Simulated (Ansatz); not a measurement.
Relaxation of CH₆BNTe (10 atoms, charge 0, multiplicity 1), to a largest force component of 0.015 eV/Å in at most 40 steps.

Computed with RKS PBE-D4/def2-SVP in Ansatz.

```xyz
10
Properties=species:S:1:pos:R:3
N -1.035 0.954 -0.492
C -0.423 -0.295 -0.648
B 1.059 -0.180 -0.177
Te 1.893 -1.406 1.519
H -2.029 0.910 -0.956
H -1.241 1.192 0.514
H -0.397 -0.595 -1.711
H -0.912 -1.048 -0.057
H 1.832 0.592 -0.651
H 1.337 -0.176 2.661
```

Q: Where does it end, and by what steps?

A: The forces met the threshold. The force dipped under the threshold on the way, but the program's further checks kept it going. After 21 steps the energy has fallen by 1.184 eV; H10 moved furthest, 1.85 Å.

```json
{"step": "0", "energy less start (eV)": "0.0000", "largest force component (eV/Å)": "3.424", "accepted": "yes"}
{"step": "1", "energy less start (eV)": "-0.3097", "largest force component (eV/Å)": "1.348", "accepted": "yes"}
{"step": "2", "energy less start (eV)": "-0.3880", "largest force component (eV/Å)": "0.297", "accepted": "yes"}
{"step": "3", "energy less start (eV)": "-0.4599", "largest force component (eV/Å)": "0.560", "accepted": "yes"}
{"step": "4", "energy less start (eV)": "-0.5711", "largest force component (eV/Å)": "0.754", "accepted": "yes"}
{"step": "5", "energy less start (eV)": "-0.7329", "largest force component (eV/Å)": "0.608", "accepted": "yes"}
{"step": "6", "energy less start (eV)": "-0.8940", "largest force component (eV/Å)": "0.466", "accepted": "yes"}
{"step": "7", "energy less start (eV)": "-1.0201", "largest force component (eV/Å)": "0.349", "accepted": "yes"}
{"step": "8", "energy less start (eV)": "-1.1008", "largest force component (eV/Å)": "0.241", "accepted": "yes"}
{"step": "9", "energy less start (eV)": "-1.1378", "largest force component (eV/Å)": "0.160", "accepted": "yes"}
{"step": "10", "energy less start (eV)": "-1.1432", "largest force component (eV/Å)": "0.430", "accepted": "yes"}
{"step": "11", "energy less start (eV)": "-1.1582", "largest force component (eV/Å)": "0.121", "accepted": "yes"}
{"step": "12", "energy less start (eV)": "-1.1679", "largest force component (eV/Å)": "0.136", "accepted": "yes"}
{"step": "13", "energy less start (eV)": "-1.1721", "largest force component (eV/Å)": "0.312", "accepted": "yes"}
{"step": "14", "energy less start (eV)": "-1.1791", "largest force component (eV/Å)": "0.143", "accepted": "yes"}
{"step": "15", "energy less start (eV)": "-1.1806", "largest force component (eV/Å)": "0.204", "accepted": "yes"}
{"step": "16", "energy less start (eV)": "-1.1831", "largest force component (eV/Å)": "0.102", "accepted": "yes"}
{"step": "17", "energy less start (eV)": "-1.1829", "largest force component (eV/Å)": "0.118", "accepted": "no"}
{"step": "18", "energy less start (eV)": "-1.1840", "largest force component (eV/Å)": "0.024", "accepted": "yes"}
{"step": "19", "energy less start (eV)": "-1.1840", "largest force component (eV/Å)": "0.022", "accepted": "no"}
{"step": "20", "energy less start (eV)": "-1.1843", "largest force component (eV/Å)": "0.006", "accepted": "yes"}
{"step": "21", "energy less start (eV)": "-1.1844", "largest force component (eV/Å)": "0.011", "accepted": "yes"}
```

```xyz
10
Properties=species:S:1:pos:R:3
N -1.099 0.957 -0.930
C -0.428 -0.142 -0.238
B 1.106 0.109 0.008
Te 2.288 -0.976 1.421
H -2.087 0.729 -1.099
H -1.106 1.794 -0.334
H -0.408 -1.031 -0.920
H -0.935 -0.528 0.686
H 1.744 0.925 -0.629
H 1.008 -1.888 2.036
```

Whether the end is a true minimum wasn't checked by a vibrational analysis.

The run took 34 s on 2 threads of Intel(R) Xeon(R) Platinum 8488C (Sapphire Rapids) (shared host), peak memory 0.17 GiB.
